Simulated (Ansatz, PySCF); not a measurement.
This Ansatz (an electronic-structure program) input computes a PBE0/def2-TZVPD energy:

Ansatz 0.2 input:
```yaml
crystal:
  periodic: [false, false, false]
  atoms:
    - {symbol: C, position_ang: [0.05865618, -0.88037539, 0.07896597]}
    - {symbol: C, position_ang: [-1.20765746, -0.54490941, 0.10147258]}
    - {symbol: F, position_ang: [-1.80648215, 0.60630057, 0.02029001]}
    - {symbol: Cl, position_ang: [1.33991758, 0.29425739, -0.08387619]}
    - {symbol: H, position_ang: [0.37374817, -1.90737191, 0.16065381]}
basis:
  gaussian:
    orbitals: def2-TZVPD
hamiltonian:
  xc: {name: PBE0}
magnetization: {spin_polarized: true, initial_magnetization: 1}
output: {forces: true}
```

Question: Write an input for the same energy in PySCF and say what it gives.

Answer: 
```python
from pyscf import gto, scf, dft

mol = gto.M(
    atom='''
    C     0.05865618   -0.88037539    0.07896597
    C    -1.20765746   -0.54490941    0.10147258
    F    -1.80648215    0.60630057    0.02029001
    Cl    1.33991758    0.29425739   -0.08387619
    H     0.37374817   -1.90737191    0.16065381
    ''',
    basis='def2-tzvpd',
    charge=0,
    spin=1,
    verbose=4,
)

mf = dft.UKS(mol, xc='pbe0').density_fit(auxbasis='def2-universal-jkfit')
mf.grids.level = 3
mf.conv_tol = 1e-9
mf.max_cycle = 100
mf.max_memory = 1500
mf.kernel()
if not mf.converged:
    mf = mf.newton()
    mf.kernel(mf.make_rdm1())
for _ in range(2):
    mo, _, stable, _ = mf.stability(return_status=True)
    if stable:
        break
    mf.kernel(mf.make_rdm1(mo, mf.mo_occ))
mf.analyze()
```
It gives -636.48564 Eh, and Ansatz -636.48561 Eh, a difference of 0.03 mEh, from the treatment of integrals and grids.

It need not be the lowest isomer of its formula.
